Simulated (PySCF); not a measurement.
Level of theory: delta-SCF UKS SCAN, pcX-2 on the ionised atom, pcseg-1 elsewhere, spin-free X2C in PySCF. Geometries: PBE0-D3(BJ)/def2-SVP; isolated species, one conformer each. Values against the vacuum level.

(1) Rank by computed C 1s binding energy, lowest first.
A. C7 in `[CH3:1][CH:2]([CH3:3])[c:4]1[cH:5][cH:6][cH:7][cH:8][cH:9]1`
B. C2 in `[NH2:1][CH2:2][SiH2:3][CH:4]=[O:5]`
C. C2 in `[CH2:1]=[CH:2][C:3](=[CH2:4])[CH2:5][B:6]([CH3:7])[CH3:8]`

Answers

(1) A (289.96 eV), C (290.39 eV), B (291.32 eV).

From the lowest up, the atoms are bonded to: 2 C (aromatic in the SMILES) and H (289.96); C (double bond), C and H (290.39); N, 2 H and Si (291.32).

1 of these hole states is spin-contaminated (⟨S²⟩ 0.94, against 0.75; counted from 0.85) and less certain.
